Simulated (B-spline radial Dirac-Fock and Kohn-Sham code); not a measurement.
# Atomic SCF run for Er

ΔSCF core binding energies without Breit or QED terms, calculated with a radial finite-basis atomic code. Keys: rel is the Hamiltonian (dirac, or spin-free x2c and nr, where L3 and M5 stand for the whole 2p and 3d shells), method is hf or an exchange,correlation pair (spin-unpolarised, also for the hole states), nuc the nuclear model, radius_factor scales its radius, rmax is the box in bohr, h the logarithmic mesh step, order the B-spline order, points the quadrature points per cell, c_factor scales the speed of light, and damp, ndamp, maxit and tol steer the iteration. The run stops when the commutator error falls below 10·tol·max(1, Z/10), or the numerical noise floor, and the energy has settled to about 1e-8 Ha; the virial ratio is −V/T.

Input (task.json):

```json
{"items": [{"Z": 68, "q": 0, "cfg": [[1, 0, 2], [2, 0, 2], [2, 1, 6], [3, 0, 2], [3, 1, 6], [3, 2, 10], [4, 0, 2], [4, 1, 6], [4, 2, 10], [4, 3, 12], [5, 0, 2], [5, 1, 6], [6, 0, 2]], "A": 166, "rrms": 5.2516, "do": "settings", "holes": ["K", "L3", "M5"],
  "settings": [{"rel": "nr", "method": "b88,lyp", "nuc": "fermi", "radius_factor": 0.5, "rmax": 45.0, "h": 0.3, "order": 8, "points": 10, "c_factor": 1.0, "maxit": 60, "damp": 0.5, "ndamp": 3, "tol": 1e-08}]}]}
```

Command: `python xray2_run.py task.json out`

Ground-state iterations:

```
iter   energy (Ha)        error
   1   -12499.88558408  3.02e+00
   2   -12498.88094591  5.61e-01
   3   -12412.81515857  1.20e+00
   4   -12476.10039436  1.28e+00
   5   -12315.35432906  2.58e+00
   6   -12500.93976391  2.77e-01
   7   -12399.90603736  1.23e+00
   8   -12501.63165372  1.60e-01
   9   -12413.46749145  1.13e+00
  10   -12414.10061595  1.12e+00
  11   -12414.03875043  1.12e+00
  12   -12414.32414123  1.12e+00
  13   -12414.19446976  1.12e+00
  14   -12414.25739767  1.12e+00
  15   -12407.80198091  1.15e+00
  23   -12501.82042242  1.43e-01
  29   -12502.48447799  5.65e-08
```

The ground state converged in 29 iterations, with total energy -12502.48448 Ha, virial ratio 2.00025 and highest orbital energy -3.41 eV. ΔSCF binding energies: K (1s) 53877.3 eV, L3 (2p3/2) 8319.0 eV, M5 (3d5/2) 1433.6 eV.
